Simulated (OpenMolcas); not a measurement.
Ag2+ with 6 ligands (sulfide) in octahedral coordination (Oh) at 2.72 Å. A charge of +1.67 e stands 2.8 Å behind each ligand. Ligand basis ANO-RCC-VDZP.
```
Ag    0.0000    0.0000    0.0000
S     2.7200    0.0000    0.0000
S     0.0000    2.7200    0.0000
S    -2.7200    0.0000    0.0000
S     0.0000   -2.7200    0.0000
S     0.0000    0.0000    2.7200
S     0.0000    0.0000   -2.7200
```

```
Program             : OpenMolcas
Method              : CASSCF
Basis               : ANO-RCC-VTZP [7s6p4d2f1g]
Scalar Hamiltonian  : DKH2, point nucleus
Active space        : 9 electrons in 5 orbitals (4d)
State averaging     : 2S+1 = 2 even, 5 roots
Spin-orbit coupling : state interaction with AMFI integrals over the reference wave functions
```

**Question.** What is the spin-free ground state (labels of O, the rotations of Oh)?

**Answer.** 2E, 2-fold in its orbital part; it has the highest spin that d9 allows.

**Question.** Where is the first state of the same spin?

**Answer.** 2T2 at 3910 cm-1 above the ground state.

**Question.** What are the lowest two levels with spin-orbit coupling?

**Answer.** A 4-fold level Γ8, then a 2-fold level Γ7 2970 cm-1 above it. Their leading multiplicities are 2 (100 %) and 2 (100 %).

**Question.** What is χT at 300 K, and how does it compare with the textbook value?

**Answer.** The lowest level has 2S+1 = 2, for which the spin-only value is χT = S(S+1) / 2 = 0.375 cm3 K/mol (g = 2). The computed 0.806 at 300 K differs by +0.431, through orbital momentum, spin-orbit coupling and any other state in reach.

**Question.** Which ligand-field parameters describe the states?

**Answer.** The gap between the two states is 10Dq = 3912 cm-1. 

An orbital doublet at a regular site is open to a Jahn-Teller distortion, which this geometry leaves out. The sulfide ions are held by bare point charges, a crude embedding. With metal d orbitals alone the field can be off either way by tens of per cent. Ligand-to-metal charge-transfer states are missing. No measured value stands beside these numbers; the geometry was imposed, not optimised, and the real ion may take another.
